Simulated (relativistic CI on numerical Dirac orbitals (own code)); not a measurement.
# Hf⁺: resonant inelastic scattering at the L2,3 edge

Computed with this model: Dirac-Coulomb-Breit CI, orbitals from a KLI potential per configuration, QED by a radiative potential, Kramers-Heisenberg scattering through one core-hole configuration in a parametric crystal field, unscaled Slater integrals; configurations [Xe] 4f14 5d3 → [He] 2s2 2p5 3s2 3p6 3d10 4s2 4p6 4d10 4f14 5s2 5p6 5d4; 300 K; core-hole width 5 eV; summed over polarisations. Incident energies are the highest absorption maxima for each field (at most a few, so the weaker spin-orbit partner edge can be absent), on the computed scale of the free ion. Intensities are in per cent of the strongest line above 0.02 eV; levels within 1 cm⁻¹ are merged; final levels count from the ground level, the first row holds all elastic scattering, lines under 0.4 are left out and each table stops after 24 rows. The scale of the Slater integrals is a model choice and moves the terms in proportion. The configuration is assumed, with all valence electrons in the open shell; the free ion's ground configuration is another.

Field parameters in Wybourne normalisation: D4h B²₀ = −7Ds, B⁴₀ = 21(Dq − Dt), B⁴₄ = 21√(5/14) Dq. The field is a parameter set, without covalency.

S is read from ⟨S²⟩ = S(S + 1).

D4h, 10Dq = 28750, Ds = -1210, Dt = 240 cm⁻¹:

```
Final level (eV)  Degeneracy  Irrep     S  9558.2 eV  10736.8 eV
           0.000           2     Γ6  1.50     3479.5       580.5
           0.001           2     Γ7  1.50        3.8         7.4
           0.996           2     Γ6  0.51       23.2        26.2
           1.098           2     Γ7  0.50       15.9        15.1
           1.313           2     Γ7  0.51       14.7        24.4
           1.326           2     Γ6  0.51       10.2        15.9
           1.382           2     Γ6  0.50       23.0        27.8
           2.135           2     Γ7  0.51       37.9        38.8
           2.407           2     Γ7  0.51       36.0        40.3
           2.476           2     Γ6  0.51       32.6        32.3
           3.236           2     Γ6  1.49      100.0         8.8
           3.249           2     Γ6  1.50       91.4        20.6
           3.249           2     Γ7  1.50       68.3        17.0
           3.263           2     Γ7  1.50       81.0        27.7
           3.574           2     Γ7  1.49       86.8        11.6
           3.580           2     Γ6  1.49       93.8        23.5
           3.907           2     Γ7  1.49       34.2        22.2
           3.919           2     Γ7  1.49       37.4        17.8
           3.920           2     Γ6  1.46       61.6        12.4
           3.943           2     Γ6  1.48       51.5        10.0
           4.192           2     Γ6  0.61        2.1         1.0
           4.371           2     Γ6  0.51       12.6         7.4
           4.449           2     Γ7  0.51        9.8         4.2
           4.697           2     Γ6  0.52        6.4         4.1
```

D4h, 10Dq = 6500, Ds = 1850, Dt = 470 cm⁻¹:

```
Final level (eV)  Degeneracy  Irrep     S  9557.6 eV  10736.9 eV
           0.000           2     Γ7  1.49     5263.4       450.9
           0.063           2     Γ6  1.49       46.6        43.4
           0.152           2     Γ7  1.49       73.1        16.9
           0.242           2     Γ6  1.49       80.0         8.0
           0.273           2     Γ7  1.49       39.0         7.3
           0.301           2     Γ6  1.49       28.5         4.6
           0.383           2     Γ7  1.47       30.0        15.5
           0.431           2     Γ6  1.48       23.5         6.0
           0.812           2     Γ7  1.48      100.0        29.0
           0.884           2     Γ6  1.47       21.6        10.0
           0.981           2     Γ7  1.41       12.6         4.0
           1.026           2     Γ6  1.40        4.6         2.7
           1.044           2     Γ6  1.39        6.2         4.4
           1.059           2     Γ7  1.32        3.1         1.9
           1.177           2     Γ6  0.62        3.0         1.1
           1.181           2     Γ7  0.66       20.4        11.2
           1.226           2     Γ6  0.68        2.8         2.4
           1.263           2     Γ7  0.71        2.8         1.1
           1.347           2     Γ7  0.60       60.0        43.0
           1.362           2     Γ6  0.54       28.3        20.6
           1.410           2     Γ6  0.56       12.7         9.3
           1.419           2     Γ7  0.53        3.1         1.5
           1.485           2     Γ7  0.55        7.2         6.7
           1.519           2     Γ6  0.59       19.7        22.6
```

For the first field the strongest loss at the lowest incident energy is the level at 3.24 eV (S = 1.49, against 1.50 in the thermal ground state). Levels of other spin, the first over 8 % at 1.00 eV, appear because spin-orbit coupling of the core hole, and in heavier ions of the valence shell too, mixes spins.
